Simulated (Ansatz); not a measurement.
Geometry optimisation, RKS LDA/def2-SVP in Ansatz 0.2.0.

Input:

```yaml
crystal:
  periodic: [false, false, false]
  atoms:
    - { symbol: Ta, position_ang: [-0.388145, -0.431927, 0.194392] }
    - { symbol: O, position_ang: [2.771523, 0.031671, 0.266229] }
    - { symbol: H, position_ang: [2.841752, 0.173684, 1.231213] }
    - { symbol: F, position_ang: [0.21179, 0.215178, 1.831963] }
    - { symbol: F, position_ang: [0.298157, -0.526995, -1.522048] }
    - { symbol: F, position_ang: [-0.968641, 1.291155, -0.201586] }
    - { symbol: F, position_ang: [-2.090062, -1.117295, 0.295436] }
    - { symbol: Br, position_ang: [0.768949, -2.712708, 0.71767] }
    - { symbol: H, position_ang: [2.817578, -0.956963, 0.181432] }
basis:
  gaussian: { orbitals: def2-SVP }
hamiltonian:
  xc: lda
relax:
  f_tol: 0.03
  max_steps: 50
```

Run as:

```bash
$ ansatz run input.yaml --threads 4 --pin off --max-ram 5120MiB --backend cpu --events-out ev --progress --plain --runs-dir out
```

Problem. Where does it end, and by what steps?

Solution. The forces met the threshold. After 16 steps the energy has fallen by 0.986 eV; H9 moved furthest, 0.84 Å. Joined: Ta1–O2 (3.19 → 2.22 Å).

```
step  energy less start (eV)  largest force component (eV/Å)  accepted
   0                  0.0000                           1.288       yes
   1                 -0.2386                           0.988       yes
   2                 -0.4723                           1.030       yes
   3                 -0.7781                           1.134       yes
   4                 -0.8408                           1.536       yes
   5                 -0.9353                           0.495       yes
   6                 -0.9507                           0.584       yes
   7                 -0.9328                           1.061        no
   8                 -0.9739                           0.270       yes
   9                 -0.9803                           0.051       yes
  10                 -0.9830                           0.173       yes
  11                 -0.9763                           0.613        no
  12                 -0.9833                           0.133       yes
  13                 -0.9853                           0.052       yes
  14                 -0.9856                           0.066       yes
  15                 -0.9859                           0.032       yes
  16                 -0.9860                           0.025       yes
```

```xyz
9
Properties=species:S:1:pos:R:3
Ta -0.081 -0.520 0.281
O 2.062 0.044 0.330
H 2.508 0.054 1.202
F 0.241 0.050 2.043
F 0.543 -0.815 -1.466
F -0.397 1.268 -0.186
F -1.882 -0.946 0.230
Br 0.616 -2.835 0.914
H 2.653 -0.334 -0.354
```

Whether the end is a true minimum wasn't checked by a vibrational analysis.

The run took 16 s on 4 threads of Intel(R) Xeon(R) 6975P-C (Granite Rapids), on a shared host, peak memory 0.24 GiB.
